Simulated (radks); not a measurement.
Species: Ge14.5+. Configuration: [Ne] 3s2 3p(up 3, down 2.5) (fractional occupations, a model configuration). All-electron calculation, scalar-relativistic Kohn-Sham, BLYP, spin-polarised, spherical densities, finite nucleus; Fermi nuclear charge, rms radius 4.0742 fm. Program: a radial shooting solver on a logarithmic mesh with Libxc functionals. Some entries of the table are withheld. Estimate them.

| orbital | occ. | eigenvalue (hartree) | <r> (bohr) |
|---|---|---|---|
| 1s up | 1 | -421.0335 | 0.04701 |
| 1s down | 1 | -421.0158 | 0.04701 |
| 2s up | 1 | -68.65905 | (1) |
| 2s down | 1 | -68.64609 | (2) |
| 2p up | 3 | -62.35910 | (3) |
| 2p down | 3 | -62.33992 | (4) |
| 3s up | 1 | -21.52599 | (5) |
| 3s down | 1 | -21.46825 | (6) |
| 3p up | 3 | -19.53682 | 0.5457 |
| 3p down | 2.5 | -19.47943 | 0.5460 |

Answer. 
(1) 2s up <r> (bohr): 0.2089
(2) 2s down <r> (bohr): 0.2089
(3) 2p up <r> (bohr): 0.1826
(4) 2p down <r> (bohr): 0.1826
(5) 3s up <r> (bohr): 0.5509
(6) 3s down <r> (bohr): 0.5512
